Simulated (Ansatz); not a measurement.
Molecule: HTe (charge -1, singlet). Whether it binds its extra electron was not tested at this geometry. 
Structure (B3LYP-D3(BJ)/def2-TZVP (Ansatz, an electronic-structure program) minimum search):
SMILES: [TeH-]
```xyz
2

Te     0.0000     0.0000    -0.0316
H      0.0000     0.0000     1.6422
```
Charge -1, spin multiplicity 1.

Parts of the frozen-core correlation energy in def2-SVP (Ansatz, hartree). Frozen orbitals: 9; correlated occupied orbitals by spin: 4 and 4; virtual: 18 and 18. No spin-orbit coupling. Past Kr the def2 sets carry scalar-relativistic core potentials.

| term | value |
|---|---|
| reference (HF) | -267.59917 |
| MP2 opposite-spin | -0.08094 |
| MP2 same-spin | -0.02372 |
| CCSD correlation | -0.12093 |
| (T) | -0.00201 |
| CCSDT minus CCSD(T) | -0.00027 |
| CCSDT(Q) minus CCSD(T) | -0.00048 |
| T1 diagnostic | 0.008 |
| largest doubles amplitude | 0.085 |
